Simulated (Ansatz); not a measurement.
## Pulling the pair apart

The pair of K⁺ (SMILES [K+], atom 1) and CH₄S (SMILES CS, atoms 2–7), both closed shells, in one local arrangement (a lower one may exist), relaxed at PBE0-D4/def2-TZVP:

```csv
atom,x (Å),y (Å),z (Å)
K1,0.0407,0.2118,-3.4830
C2,0.4287,-0.0602,0.8304
S3,-0.7260,0.5887,-0.4030
H4,0.0005,0.0570,1.8237
H5,1.3275,0.5519,0.7630
H6,0.6795,-1.1016,0.6417
H7,-1.7509,-0.2475,-0.1729
```

CH₄S is shifted rigidly along the line between the mean atom positions of the two fragments (negative: closer). Counterpoise interaction energies in kcal/mol. Program: Ansatz 0.2.0. Basis: def2-TZVPPD. Cores are frozen in the correlated methods. The outer core shell of Li, Na, Mg and K is correlated. The def2 sets are not built for correlating such inner shells, so the correlated values are less sure here.

| shift (Å) | PBE0-D4 | r2SCAN-D4 | wB97M-V |
| --- | --- | --- | --- |
| -0.32 | -12.10 | -11.17 | -11.26 |
| -0.16 | -13.70 | -12.91 | -12.98 |
| 0.00 | -14.12 | -13.42 | -13.47 |
| 0.16 | -13.88 | -13.20 | -13.21 |
| 0.38 | -13.19 | -12.35 | -12.22 |
| 0.80 | -11.45 | -10.24 | -9.81 |
| 1.60 | -7.10 | -6.48 | -6.07 |
| 3.20 | -3.04 | -2.98 | -2.78 |

Problem. What does CCSD(T) give at these shifts? (Judge from chemistry; the value comes from the calculation.)

Solution. By the calculation: -9.73, -11.75, -12.45, -12.35, -11.53, -9.34, -5.85, -2.71 kcal/mol. For zero shift, CCSD(T) at an estimated basis limit (MP2 extrapolated from triple and quadruple zeta, plus CCSD(T) − MP2 in triple zeta) gives -13.53 kcal/mol. These are counterpoise interaction energies, counted from the two frozen fragments.

The T1 diagnostic stays at or below 0.008.

For scale, one of the runs: CCSD(T)/def2-TZVPPD, 192 basis functions (an equivalent command: `ansatz run in.yaml --threads 2`). Hardware: 2 CPU threads, shared host. Wall time 32 s; peak host memory 2.1 GiB.
